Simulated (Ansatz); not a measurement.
`N[SiH3]` + `[OH][GaH][SH]` → `[SiH3][O][GaH][SH]` + NH₃  (ligand exchange at the Si–N bond)

Calculated with Ansatz (gas phase, PBE0-D4/def2-TZVP geometries, no zero-point term in ΔE). CCSD(T)/CBS is the MP2 limit (def2-TZVPP, def2-QZVPP) plus CCSD(T) − MP2 in def2-TZVPP, frozen cores. This one scheme is used for every species. Functionals use def2-TZVPP. For Ga outer-core shells are correlated without core-valence functions, which leaves a few kJ/mol of doubt a bond. Scalar relativity is left out up to krypton. One conformer a species, not always the lowest.

`N[SiH3]`:

Cartesian coordinates in Å:
```
N -0.957 0.467 -0.062
Si 0.618 -0.203 0.105
H -1.741 0.011 0.376
H -1.231 0.882 -0.938
H 0.844 -0.484 1.547
H 0.871 -1.474 -0.640
H 1.596 0.800 -0.389
```

`[OH][GaH][SH]`:

```xyz
6

O    -0.250    0.451    1.305
Ga   -0.085    0.361   -0.470
S     0.621   -1.595   -1.153
H    -0.558    1.300    1.629
H    -0.412    1.552   -1.414
H     0.684   -2.070    0.104
```

`[SiH3][O][GaH][SH]`:

Z-matrix (Å, degrees):
```
Si
O 1 1.629
H 1 1.487 2 110.1
H 1 1.495 2 111.2 3 119.8
H 1 1.487 2 110.1 3 -120.4
Ga 2 1.781 1 139.7 3 -119.5
S 6 2.192 2 116.7 1 -0.0
H 6 1.547 2 118.3 1 180.0
H 7 1.345 6 93.3 2 -0.0
```

NH₃:

Z-matrix (Å, degrees):
```
N
H 1 1.013
H 1 1.013 2 107.1
H 1 1.013 2 107.1 3 -114.5
```

CCSD(T)/CBS gives -0.64 eV.

Another level gave -0.62 eV. Which?
A. PBE/def2-TZVPP
B. HF/def2-TZVPP
C. r2SCANh-D4/def2-TZVPP
D. PBE-D4/def2-TZVPP

C. r2SCANh-D4 -0.62, HF/def2-TZVPP -0.70, PBE -0.52, PBE-D4 -0.56 eV.

Largest T1 diagnostic among the species: 0.014.

From BLYP to BHLYP (50 % exact exchange), in def2-TZVPP and without D4, ΔE moves by −0.08 eV. The D4 term adds −0.07 eV with B3LYP and −0.04 eV with PBE0; it sums over pairs of atoms, weighted by their polarisabilities, and B3LYP, whose exchange is more repulsive, gets the larger term. In def2-TZVPP, CCSD(T) changes the Hartree–Fock value by +0.04 eV (the triples alone add +0.00 eV) and MP2 by +0.05 eV.

B3LYP here is the variant with VWN-RPA as its local correlation; programs differ in this.
